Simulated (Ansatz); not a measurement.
**Reading a saddle point**

A first-order saddle point of Si2H4F2, singlet, PBE0-D4/def2-TZVP, with one imaginary mode of 514i cm⁻¹:

Si1  (-0.863, -0.697, -0.722)
F2  (-0.171, -1.913, -1.492)
F3  (-1.695, 0.077, -1.846)
H4  (0.532, 0.339, -0.812)
Si5  (0.378, 0.448, 0.907)
H6  (-0.556, 0.645, 2.055)
H7  (1.055, 1.767, 0.745)
H8  (1.320, -0.665, 1.164)
(Å)

Computed with Ansatz 0.2.0 (basis: def2-TZVPP and def2-QZVPP); correlated methods freeze the cores. Extrapolation: Hartree–Fock as exp(−7.88 √X), correlation as X^−2.97.

Which contacts change along the imaginary mode, and what lies on either side? (Judge from chemistry; the calculation decides.)

By the calculation: The step is SiF₂ + SiH₄ → Si₂H₄F₂ ([F][SiH]([F])[SiH3]), with the molecules in contact on both sides. Shortening one way: Si1–H4, Si1–Si5; lengthening the same way: H4–Si5.
```json
{"pair": "Si1–H4", "one side (Å)": "2.66", "saddle (Å)": "1.74", "other side (Å)": "1.48"}
{"pair": "Si1–Si5", "one side (Å)": "3.46", "saddle (Å)": "2.35", "other side (Å)": "2.34"}
{"pair": "H4–Si5", "one side (Å)": "1.49", "saddle (Å)": "1.73", "other side (Å)": "3.27"}
```

Which side is lower, and how far does the saddle lie above each? (To be estimated.)

By the calculation: The side with Si1–H4, Si1–Si5 short is lower by 126.8 kJ/mol; the saddle lies 242.6 kJ/mol above it and 115.8 kJ/mol above the other (CCSD(T) at an estimated basis limit (MP2 extrapolated from triple and quadruple zeta, plus CCSD(T) − MP2 in triple zeta); electronic energies).

No T1 diagnostic of these runs exceeds 0.014. The restricted Hartree–Fock reference is unstable towards an unrestricted one at one or more of these structures.

Losses and insertions of silylenes and their heavier kin drive the gas-phase chemistry of silicon and germanium vapour deposition.

Labels in which every atom is bracketed show which atoms are joined, not bond orders.

For scale, one of the runs: CCSD(T)/def2-TZVPP, 202 basis functions, launched by `ansatz run in.yaml --threads 4 --pin off --events-out ev --progress --plain --max-ram 9574MiB`. Time: 66 s of wall clock on 4 CPU threads of an Intel Xeon; the host was shared. Peak host memory: 2.5 GiB.
